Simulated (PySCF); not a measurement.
Vertical excitations of a molecule C3H7FSi from TDDFT-PBE/def2-SVPD in PySCF, as energy in eV (oscillator strength): 6.69 (0.007), 7.04 (0.053), 7.12 (0.019), 7.15 (0.002), 7.37 (0.004), 7.38 (0.017), 7.41 (0.051), 7.68 (0.069), 7.70 (0.010), 7.71 (0.003). Lowest triplet (TDA): 6.27 eV. Geometry optimised at ωB97X-D3(BJ)/def2-SVP. Other conformers were not sampled.

Identify the compound among the candidates.
A) C=C(F)C[SiH3]
B) C[SiH2]/C=C\F
C) FC1C[SiH2]C1
D) C/C(F)=C/[SiH3]

C, FC1C[SiH2]C1
